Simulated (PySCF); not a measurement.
## Potential energy of SrCa⁺ along the bond

Set-up: basis Sr def2-SVPD with ECP28, Ca def2-SVPD; scalar-relativistic core potentials; PySCF 2.14. Energies in eV from Sr⁺ + Ca in their ground configurations at the same level. State: ²Σ⁺ (doublet), unpaired electrons σ ↑.

```json
{"R (Å)": "3.491", "B2PLYP": "-0.5919"}
{"R (Å)": "3.653", "B2PLYP": "-0.7371"}
{"R (Å)": "3.816", "B2PLYP": "-0.8194"}
{"R (Å)": "3.937", "B2PLYP": "-0.8504"}
{"R (Å)": "4.059", "B2PLYP": "-0.8617"}
{"R (Å)": "4.181", "B2PLYP": "-0.8581"}
{"R (Å)": "4.343", "B2PLYP": "-0.8365"}
{"R (Å)": "4.546", "B2PLYP": "-0.7923"}
{"R (Å)": "4.790", "B2PLYP": "-0.7263"}
{"R (Å)": "5.114", "B2PLYP": "-0.6329"}
```

Q: Put a parabola through the three lowest points of the B2PLYP curve and estimate Re, k and ωe (reduced mass 27.47 u; 1 eV/Å² = 0.16022 mdyn/Å; ωe = 1302.8·√(k/μ) cm⁻¹).

A: Through R = 3.937, 4.059, 4.181 Å the second-order coefficient is 0.501 eV/Å², so Re ≈ 4.091 Å, k ≈ 0.160 mdyn/Å and ωe ≈ 100 cm⁻¹. A polynomial fit of higher order to the unrounded B2PLYP energies gives Re = 4.085 Å, k = 0.151 mdyn/Å, ωe = 96.6 cm⁻¹; anharmonicity and rounding make the difference.

The higher-order fit for each curve: B2PLYP: Re = 4.085 Å, ωe = 96.6 cm⁻¹, De = 0.86 eV.

Correlated steps freeze 5 core orbitals. Spin–orbit coupling is left out. For an ion De counts to the pair picked by the measured ionisation energies or electron affinities, which need not be the lowest pair at this level. B2PLYP dipoles, levels and charges come from its SCF part alone. The state was picked by a PBE0 search and need not be the measured ground state.
